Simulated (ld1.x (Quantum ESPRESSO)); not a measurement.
## Which setting gave this result? (C (Z = 6), TM semilocal)

Base potential:

C, norm-conserving Troullier–Martins (semilocal form), made with ld1.x (Quantum ESPRESSO) 7.5 (revPBE, non-relativistic). Core [He], reference 2s2 2p2. Waves: 2p (bound): rc 2.90 bohr; 2s (bound): rc 1.10 bohr. Local part: the s channel. Core correction: none.

Cutoffs, loose and tight: the cutoffs (Ry, on a coarse ladder) from which the occupation-weighted sum of valence levels, in a spherical-Bessel basis at the reference potential, stays within 10 and 1 mRy of its value at 400 Ry. They do not see the model core or the augmentation charge, which bear on the density cutoff. Test errors are all-electron minus pseudo excitation energies from the reference, over the configurations 2s2 2p1; 2s2 2p0; 2s1 2p0; 2s2 2p2.3; 2s2 2p1.5; 2s0 2p4; 2s1 2p3; variants that change the core or the reference have their own tests.

Only the p radius is moved:

```tsv
p radius (bohr)	cutoff, loose	cutoff, tight	bound ghosts	largest test error (meV)	median size of the test errors
1.92	35 Ry	90 Ry	none	+497	11.8 meV
2.08	35 Ry	90 Ry	none	+621	22.7 meV
2.4	35 Ry	90 Ry	none	+1008	43.3 meV
2.72	35 Ry	90 Ry	none	+1525	75.6 meV
3.02	35 Ry	90 Ry	none	+2098	116.9 meV
3.32	35 Ry	90 Ry	none	+2833	176.9 meV
3.46	35 Ry	90 Ry	none	+3043	195.2 meV
4.06	35 Ry	90 Ry	none	+4826	367.1 meV
4.34	35 Ry	90 Ry	none	+5436	431.1 meV
```

**Question.** One more run gave cutoff, loose: 35 Ry; cutoff, tight: 90 Ry; bound ghosts: none; largest test error (meV): +3740; median size of the test errors: 259.3 meV. Which value of the p radius was used?

**Answer.** 3.74 bohr. The median size of the test errors moves one way along this sweep, from 11.8 meV at 1.92 to 431.1 meV at 4.34 bohr, which places the run between 3.46 and 4.06 bohr.
